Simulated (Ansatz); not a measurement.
`[SiH3]O[SiH3]` + `[NH2][GeH3]` → `[SiH3][NH][GeH3]` + `O[SiH3]`  (ligand exchange at the Si–O bond)

Gas-phase electronic energies from Ansatz, PBE0-D4/def2-TZVP geometries. CCSD(T)/CBS is the MP2 limit (def2-TZVPP, def2-QZVPP) plus CCSD(T) − MP2 in def2-TZVPP, frozen cores. Functionals use def2-TZVPP. B3LYP here is the variant with VWN-RPA as its local correlation; programs differ in this. For Ge outer-core shells are correlated without core-valence functions, which leaves a few kJ/mol of doubt a bond. Scalar relativity is left out up to krypton.

`[SiH3]O[SiH3]`:

Z-matrix (Å, degrees):
```
Si
O 1 1.634
H 1 1.483 2 108.3
H 1 1.487 2 110.2 3 119.9
H 1 1.487 2 110.2 3 -119.9
Si 2 1.634 1 147.6 3 179.6
H 6 1.483 2 108.2 1 -179.7
H 6 1.487 2 110.2 1 60.4
H 6 1.487 2 110.2 1 -59.9
```

`[NH2][GeH3]`:

Cartesian coordinates in Å:
```
N -0.547 0.080 1.022
Ge 0.308 -0.224 -0.582
H 0.028 0.557 1.704
H -1.413 0.594 0.929
H -0.680 -0.991 -1.474
H 0.755 1.059 -1.324
H 1.549 -1.074 -0.273
```

`[SiH3][NH][GeH3]`:

Cartesian coordinates in Å:
```
Si -0.229 -1.467 -0.551
N -0.632 0.158 -0.164
Ge 0.460 1.434 0.584
H 1.240 -1.518 -0.772
H -0.945 -1.898 -1.783
H -0.566 -2.453 0.517
H -1.613 0.399 -0.160
H 1.898 1.062 0.198
H 0.323 1.474 2.120
H 0.065 2.807 0.012
```

`O[SiH3]`:

```xyz
6

O    -0.230    0.278    1.230
Si    0.183   -0.188   -0.296
H    -0.921    0.934    1.326
H    -0.970   -0.792   -1.018
H     1.259   -1.192   -0.136
H     0.679    0.960   -1.106
```

CCSD(T)/CBS gives +48.6 kJ/mol.

Another level gave +46.4 kJ/mol. Which?
A. HF/def2-TZVPP
B. LDA (SPW92)/def2-TZVPP
C. B3LYP-D4/def2-TZVPP
D. revPBE/def2-TZVPP

D. revPBE 46.4, B3LYP-D4 51.6, HF/def2-TZVPP 61.7, LDA (SPW92) 40.8 kJ/mol.

What do rigid-rotor, harmonic-oscillator terms from PBE0-D4/def2-TZVP frequencies (298.15 K, 1 bar) make of the CCSD(T)/CBS value? (Estimate.)

The calculation gave: ΔZPE = -2.3 kJ/mol, ΔH = +46.2 kJ/mol, ΔS = -6 J/(mol·K), ΔG = +48.2 kJ/mol. Modes under 50 cm⁻¹ make the entropy rough.

Largest T1 diagnostic among the species: 0.011.

From BLYP to BHLYP (50 % exact exchange), in def2-TZVPP and without D4, ΔE moves by +3.2 kJ/mol. Leaving LDA and LC-ωPBE aside and taking each functional with its dispersion term where it has one, the values, not all of them listed here, spread over 11.7 kJ/mol, from revPBE-D4 to BHLYP-D4. LDA lies −4.1 kJ/mol from PBE without D4. In def2-TZVPP, CCSD(T) changes the Hartree–Fock value by −13.4 kJ/mol (the triples alone add −2.0 kJ/mol) and MP2 by −14.2 kJ/mol.
